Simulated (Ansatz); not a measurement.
Species: C₆H₁₁, net charge 0, doublet state. It need not be the lowest isomer of its formula. 
Coordinates optimised at B3LYP-D3(BJ)/def2-TZVP (Ansatz, an electronic-structure program):
```xyz
17

C      2.4702     0.4553     0.0245
C      1.3659    -0.4571     0.5849
C      0.0581     0.2463     0.7196
C     -1.0702     0.0516    -0.0726
C     -1.0569    -0.9847    -1.1743
C     -2.2144     0.7963     0.1331
H      3.4246    -0.0728    -0.0268
H      2.6046     1.3366     0.6547
H      2.2149     0.8007    -0.9788
H      1.6849    -0.8200     1.5688
H      1.2687    -1.3374    -0.0522
H      0.0002     1.0136     1.4862
H     -0.9076    -1.9895    -0.7731
H     -0.2519    -0.7983    -1.8880
H     -1.9984    -0.9796    -1.7217
H     -2.2588     1.5441     0.9141
H     -3.0976     0.6563    -0.4745
```
Charge 0, spin multiplicity 2.

Quantity: atomisation energy (electronic, to ground-state atoms), in kcal/mol. Correlated levels leave the core frozen unless marked. UHF or UKS for open shells. Spin-orbit coupling is left out. Non-relativistic unless marked X2C. The coupled-cluster limit lacks core correlation, which all-electron functionals hold. CBS marks a two-point X^-3 extrapolation of the correlation energy; Hartree-Fock from the larger set. The bracket is a focal-point correction in the basis named.

The UHF reference is spin-contaminated (<S^2> 0.20 over the pure value in the largest basis). 

```csv
level,program,atomisation energy (kcal/mol)
BLYP/def2-TZVPD,Ansatz,1631.8
revPBE-D3(BJ)/def2-TZVPD,Ansatz + dftd3,1650.1
r2SCAN/def2-TZVPD,Ansatz,1659.2
r2SCAN-D3(BJ)/def2-TZVPD,Ansatz + dftd3,1661.7
r2SCAN-D4/def2-TZVPD,Ansatz + dftd4,1661.4
B3LYP/def2-TZVPD,Ansatz,1644.5
BHLYP-D4/def2-TZVPD,Ansatz + dftd4,1619.7
r2SCAN0-D4/def2-TZVPD,Ansatz + dftd4,1646.5
HSE06-D4/def2-TZVPD,Ansatz + dftd4,1670.6
HSE06/def2-TZVPD,Ansatz,1664.5
B2PLYP/def2-TZVPD,Ansatz,1633.4
SCS-MP2/cc-pVTZ,Ansatz,1619.2
X2C-CCSD(T)/cc-pVTZ-DK,Ansatz,(withheld)
"RI-MP2/CBS(cc-pVTZ,cc-pVQZ)+[CCSD(T)-MP2]/cc-pVTZ",Ansatz,1650.6
```

Q: What belongs in the gaps?

A: 
- X2C-CCSD(T)/cc-pVTZ-DK, atomisation energy (kcal/mol): 1614.4
